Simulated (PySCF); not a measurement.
Delta-SCF ions had no search for a lower state. Excitations are Tamm–Dancoff values on a coarser integration grid. The basis has no diffuse functions, so Rydberg states are missing or too high.

# C3H3F, SMILES `C1C(C=1)F` (charge 0, multiplicity 1)

Level of theory: PySCF with ωB97X-D3(BJ)/def2-TZVP // PBE0-D3(BJ)/def2-TZVP.

* **HOMO**: -10.91 eV
* **dipole moment**: 2.31 D
* **HOMO–LUMO gap**: 12.84 eV
* **LUMO**: 1.93 eV
* **S1 excitation (TDA)**: 6.43 eV
* **S1 oscillator strength**: 0.001
* **brightest of the four lowest singlets (TDA)**: 8.09 eV
* **T1 excitation (TDA)**: 5.00 eV
* **S1–T1 gap (TDA)**: 1.44 eV
* **vertical ionisation energy (Delta-SCF)**: 11.13 eV
* **total energy**: -216.0159 Ha
* **cost**: about 100 core-seconds (a rough figure)

Bonded distances (Å): F1–C2 1.387, C2–C3 1.459, C2–C4 1.459, C2–H5 1.087, C3–C4 1.300, C3–H6 1.077, C4–H7 1.077. Angles (°): F1–C2–C3 118.4, F1–C2–C4 118.4, F1–C2–H5 108.2, C3–C2–C4 52.9, C3–C2–H5 124.8, C4–C2–H5 124.9, C2–C3–C4 63.5, C2–C3–H6 146.9, C4–C3–H6 149.5, C2–C4–C3 63.5, C2–C4–H7 146.9, C3–C4–H7 149.5.
